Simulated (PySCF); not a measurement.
# PbCl: frontier orbitals

UHF at R = 2.497 Å; Pb def2-SVP with ECP60, Cl def2-SVP; scalar-relativistic core potentials (PySCF 2.14). State: ²Π (doublet), unpaired electrons π ↑. Only the outer orbitals are listed, counted within each symmetry, core potentials removing the inner ones.

| spin | orbital | occ. | ε (eV) | on Pb (%) | main shells (%) |
| --- | --- | --- | --- | --- | --- |
| α | 7σ | 1 | -27.37 | 12 | 88 Cl s, 8 Pb d |
| α | 8σ | 1 | -17.30 | 84 | 84 Pb s, 13 Cl p |
| α | 4π | 1 | -11.60 | 8 | 92 Cl p |
| α | 4π | 1 | -11.27 | 5 | 94 Cl p |
| α | 9σ | 1 | -11.07 | 31 | 68 Cl p, 19 Pb p, 11 Pb s |
| α | 5π | 1 | -7.02 | 93 | 92 Pb p |
| α | 5π | 0 | -0.37 | 96 | 96 Pb p |
| α | 10σ | 0 | 1.95 | 92 | 87 Pb p, 11 Cl p |
| α | 11σ | 0 | 7.69 | 102 | 98 Pb s |
| β | 7σ | 1 | -27.28 | 12 | 88 Cl s, 9 Pb d |
| β | 8σ | 1 | -15.90 | 76 | 76 Pb s, 21 Cl p |
| β | 4π | 1 | -11.29 | 5 | 95 Cl p |
| β | 4π | 1 | -11.16 | 4 | 96 Cl p |
| β | 9σ | 1 | -10.80 | 37 | 62 Cl p, 19 Pb s, 18 Pb p |
| β | 5π | 0 | 0.03 | 96 | 96 Pb p |
| β | 5π | 0 | 1.04 | 97 | 97 Pb p |
| β | 10σ | 0 | 2.34 | 94 | 88 Pb p, 10 Cl p |

**Question.** Which are the highest filled and the lowest empty level, where do they sit, and how wide is the gap?

**Answer.** Highest filled α 5π at -7.02 eV (in %: 92 Pb p); lowest empty α 5π at -0.37 eV (in %: 96 Pb p); the gap at UHF is 6.65 eV. Both belong to one degenerate shell, split only by its one-sided filling, so this is no excitation gap.

| Property | Result |
| --- | --- |
| bond order (Mayer) | 0.86 |
| ⟨S²⟩ | 0.758 |
| charge on Pb (Mulliken, basis-dependent) | 0.49 |
| charge on Pb (Löwdin, basis-dependent) | 0.28 |
| dipole moment (positive dipole means Pb(−)Cl(+)) | -4.28 D |
| polarisability along the bond | 58.8 bohr³ |
| polarisability across the bond | 32.0 bohr³ |

Shares are Mulliken populations and can fall outside 0 to 100 %.

These are scalar-relativistic numbers at best; spin–orbit coupling would shift them, the dissociation energy most. The state was picked by a PBE0 search and need not be the measured ground state.
